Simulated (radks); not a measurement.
Values are calculated unless marked as measured or tabulated.
The tungsten ion W2+ inside a hard spherical wall (all orbitals vanish at R), configuration held at [Xe] 4f14 5d4 and not refilled when levels cross. Code: a radial shooting solver on a logarithmic mesh with Libxc functionals. Model: scalar-relativistic Kohn-Sham, PBE, spin-unpolarised, spherical densities, finite nucleus; Fermi nuclear charge, rms radius 5.3658 fm. Eigenvalues in eV, with the zero of energy where the potential of the charges vanishes at infinity; a dash marks a level that is unbound or too diffuse for the functional's potential to be trusted. A positive occupied level is held by the wall or, in an anion where self-interaction has pushed it up, behind a barrier. The pressure on the wall is -dE/dV.

R (bohr),E (hartree),kinetic (hartree),e(5s),e(5p),e(4f),e(5d),"e(6s, empty)","e(6p, empty)",pressure (GPa)
free,-16139.0853,17776.467,-95.114,-59.301,-49.296,-19.882,-19.279,-12.994,0
20,-16139.0853,17776.467,-95.114,-59.301,-49.296,-19.882,-19.279,-12.994,< 0.0001
15,-16139.0853,17776.467,-95.114,-59.301,-49.296,-19.882,-19.279,-12.994,< 0.0001
7,-16139.0849,17776.472,-95.088,-59.276,-49.268,-19.859,-19.237,-12.774,0.0386
5,-16139.0671,17776.608,-94.513,-58.734,-48.670,-19.320,-18.174,-10.293,3.10
4,-16138.9748,17777.132,-92.879,-57.211,-46.930,-17.571,-14.413,-3.857,29.2
3,-16138.3514,17780.180,-87.465,-52.024,-40.827,-10.334,2.760,20.658,390
2,-16131.3231,17811.445,-61.181,-22.312,-10.605,32.029,107.19,145.96,12400
1.5,-16104.5459,17913.321,5.314,57.161,49.483,133.99,345.30,407.21,118000
